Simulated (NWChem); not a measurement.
Species: CHCl, singlet; SMILES Cl[CH]

```xyz
3

C      0.1185     1.2006     0.0000
Cl     0.0159    -0.5107     0.0000
H     -0.9822     1.4785     0.0000
```
Atoms are numbered in this order, from 1.

Low-valent species are run as closed-shell singlets; no triplet was tried in these runs. STO-3G and 3-21G are far too small for this property and stand as cheap habits. The geometry was optimised at PBE-D3(BJ)/def2-SVP.

Symmetry labels are those of Cs in the frame above (b1 and b2, or b-type labels, depend on it).

Problem. List the 4 lowest vertical singlet excitations from CAM-B3LYP/3-21G, TDA (NWChem).

Solution. 
```csv
state,energy (eV),oscillator strength,symmetry,leading excitation (squared amplitude)
S1,1.94,0.009,a",HOMO → LUMO (0.99)
S2,5.63,0.008,a",HOMO−1 → LUMO (0.99)
S3,6.58,0.004,a',HOMO → LUMO+1 (0.70)
S4,7.36,0.001,a",HOMO−3 → LUMO (0.99)
```
